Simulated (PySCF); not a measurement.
Compound: C6H14N (charge +1).
SMILES with atom numbers: `[CH3:1][N+:2]1([CH3:3])[CH2:4][CH2:5][CH2:6][CH2:7]1` (hydrogens: H8, H9, H10 on C1; H11, H12, H13 on C3; H14, H15 on C4; H16, H17 on C5; H18, H19 on C6; H20, H21 on C7)

The same species was optimised twice, with GFN2-xTB and with PBE0-D3(BJ)/def2-SVP (PySCF), and the same property calculations (PySCF, gas phase) were run on both structures.

| coordinate | GFN2-xTB | PBE0-D3(BJ)/def2-SVP | change |
| --- | --- | --- | --- |
| N2–C7 (Å) | 1.504 | 1.522 | +0.018 |
| N2–C3 (Å) | 1.473 | 1.490 | +0.017 |
| C1–N2 (Å) | 1.473 | 1.485 | +0.012 |
| C6–C7 (Å) | 1.523 | 1.534 | +0.011 |
| C4–C5 (Å) | 1.523 | 1.513 | -0.010 |
| C5–C6 (Å) | 1.525 | 1.533 | +0.008 |
| N2–C4 (Å) | 1.504 | 1.511 | +0.007 |
| C5–C6–C7 (°) | 101.8 | 105.8 | +4.0 |
| C4–N2–C7 (°) | 106.1 | 104.2 | -1.9 |
| N2–C4–C5 (°) | 106.0 | 104.3 | -1.7 |
| C4–C5–C6 (°) | 101.8 | 103.2 | +1.4 |
| C1–N2–C4 (°) | 110.3 | 111.5 | +1.2 |
| C1–N2–C7 (°) | 110.6 | 111.8 | +1.2 |
| N2–C7–C6 (°) | 106.0 | 106.6 | +0.6 |
| C3–N2–C4 (°) | 110.6 | 110.1 | -0.5 |

Rotational constants: A = 4031, B = 2291, C = 2148 MHz (GFN2-xTB) against A = 4004, B = 2272, C = 2139 MHz (PBE0-D3(BJ)/def2-SVP). Some torsions differ by more than 30° (C5–C6–C7–N2 -35° against -4°; C1–N2–C7–C6 -106° against -141°), so the changes below aren't those of bond lengths and angles alone. Point groups within 0.08 Å: C2 and C1. Atoms that the bonding makes alike are paired by their places after alignment.

On the GFN2-xTB structure: HOMO (eV) -14.04 [PBE0/pcSseg-1]; LUMO (eV) -3.28 [PBE0/pcSseg-1]; GIAO shielding of C1/C3 (mean) (ppm) 130.1 [PBE0/pcSseg-1]; GIAO shielding of N2 (ppm) 186.6 [PBE0/pcSseg-1]; GIAO shielding of C4/C7 (mean) (ppm) 115.7 [PBE0/pcSseg-1]; GIAO shielding of C5/C6 (mean) (ppm) 156.5 [PBE0/pcSseg-1].

What do these properties become on the PBE0-D3(BJ)/def2-SVP structure?

```
                                    property          level  on GFN2-xTB  on PBE0-D3(BJ)/def2-SVP  change
                                   HOMO (eV)  PBE0/pcSseg-1       -14.04                   -13.76   +0.28
                                   LUMO (eV)  PBE0/pcSseg-1        -3.28                    -3.47   -0.19
energy, GFN2-xTB geometry as zero (kcal/mol)  PBE0/pcSseg-1          0.0                     -1.0    -1.0
        GIAO shielding of C1/C3 (mean) (ppm)  PBE0/pcSseg-1        130.1                    129.7    -0.4
                  GIAO shielding of N2 (ppm)  PBE0/pcSseg-1        186.6                    172.4   -14.2
        GIAO shielding of C4/C7 (mean) (ppm)  PBE0/pcSseg-1        115.7                    115.1    -0.6
        GIAO shielding of C5/C6 (mean) (ppm)  PBE0/pcSseg-1        156.5                    159.3    +2.8
```

The heavy atoms differ by 0.242 Å rms after alignment (one structure mirrored). Among bonds between heavy atoms N2–C3 and N2–C7 change most and about equally (+0.017 to +0.018 Å). Changes are differences of the printed values. Neither structure is proved a minimum here. Geometry: PBE0-D3(BJ)/def2-SVP, one conformer, isolated ion.
